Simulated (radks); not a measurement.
Question: Bi XVIII, 66 electrons, occupied as [Kr] 4d10 4f14 5s2 5p4. Calculated with a radial shooting solver on a logarithmic mesh with Libxc functionals: scalar-relativistic Kohn-Sham, PBEsol, spin-polarised, spherical densities, finite nucleus; open shells are filled with parallel spins first (spin-orbit coupling, left out, can overturn this in heavy ions); Fermi nuclear charge, rms radius 5.5211 fm. Some entries of the table are withheld. Estimate them.

orbital,occ.,eigenvalue (hartree),<r> (bohr),<1/r> (bohr^-1)
1s up,1,-3342.719,0.01580,103.2
1s down,1,-3342.702,0.01580,103.2
2s up,1,-611.8462,0.06650,24.25
2s down,1,-611.8373,0.06650,24.25
2p up,3,-525.6736,0.06054,21.22
2p down,3,-525.6603,0.06054,21.22
3s up,1,-157.7753,0.1716,8.990
3s down,1,-157.7650,0.1716,8.990
3p up,3,-133.1361,0.1737,8.114
3p down,3,-133.1246,0.1737,8.114
3d up,5,-108.3509,0.1574,7.609
3d down,5,-108.3396,0.1574,7.609
4s up,1,-46.26278,0.3762,3.889
4s down,1,-46.24431,0.3762,3.889
4p up,3,-38.15634,0.4010,3.494
4p down,3,-38.13623,0.4009,3.495
4d up,5,(1),0.4192,3.153
4d down,5,(2),0.4188,3.156
4f up,7,-18.64554,0.4296,2.794
4f down,7,-18.61552,0.4285,2.799
5s up,1,-18.04514,0.7793,1.770
5s down,1,-17.91784,0.7781,1.775
5p up,3,(3),0.8511,1.589
5p down,1,(4),0.8510,1.590

Answer: 
(1) 4d up eigenvalue (hartree): -28.88001
(2) 4d down eigenvalue (hartree): -28.85607
(3) 5p up eigenvalue (hartree): -15.44250
(4) 5p down eigenvalue (hartree): -15.30731
